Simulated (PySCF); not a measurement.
Below is a simulated gas-phase Si 2p photoelectron spectrum of `CO[SiH2]N`.

Every computed line was given a Gaussian of 0.8 eV full width at half maximum and an area set by the number of equivalent atoms (split 2:1 within a doublet); the highest printed point is 100. Computed, not measured: PySCF, delta-SCF UKS SCAN, pcX-2 on the ionised atom, pcseg-1 elsewhere, spin-free X2C.

(binding energy (eV), intensity): (106.1, 0), (106.2, 1), (106.3, 2), (106.4, 3), (106.5, 7), (106.6, 13), (106.7, 22), (106.8, 35), (106.9, 51), (107.0, 68), (107.1, 83), (107.2, 94), (107.3, 100), (107.4, 100), (107.5, 95), (107.6, 88), (107.7, 79), (107.8, 70), (107.9, 61), (108.0, 52), (108.1, 42), (108.2, 32), (108.3, 23), (108.4, 15), (108.5, 9), (108.6, 5), (108.7, 3), (108.8, 1), (108.9, 1), (109.0, 0)

Task: Count the maxima, the lines and the sites behind this envelope.

Result: The curve has 1 maximum (at 107.3 eV). Under it lie 2 lines from 1 inequivalent silicon site, drawn as a 2p3/2, 2p1/2 pair. At this width some lines have no maximum of their own.

Task: Decompose the envelope and assign each component. Numbering: `[CH3:1][O:2][SiH2:3][NH2:4]`.

Result: 
```json
{"position (eV)": "107.27", "relative area": "0.67", "line": "Si 2p3/2", "atoms": "Si3", "environment": "oxygen-bound silicon"}
{"position (eV)": "107.89", "relative area": "0.33", "line": "Si 2p1/2", "atoms": "Si3", "environment": "oxygen-bound silicon"}
```

Task: What are the centre and the root-mean-square width of the whole band?

Result: The area-weighted mean of the lines is 107.48 eV. Their own spread about it is 0.29 eV (rms) and each Gaussian has σ = 0.8/2.355 = 0.34 eV; the variances add, which gives 0.45 eV.

The curve has no shake-up lines and no vibrational structure. The 2p values aren't plain energy differences: one relaxed spin-free 2p hole is combined with a matrix within the shell (ground-state 2p orbital-energy differences and spin–orbit coupling). 2p3/2, the mean of its two sublevels, lies a third of the splitting below the shell's mean and 2p1/2 two thirds above it; the statistical areas are 2:1. 2p1/2 minus 2p3/2 (ligand field included): Si 0.62 eV. The structure is a single PBE0-D3(BJ)/def2-SVP conformer in the gas phase; no vibrational or solvent corrections.

Conformer computed: `[CH3:1][O:2][SiH2:3][NH2:4]`: C1–O2–Si3–N4 175°, H–N4–Si3–O2 75°, H–N4–Si3–O2 -68°.
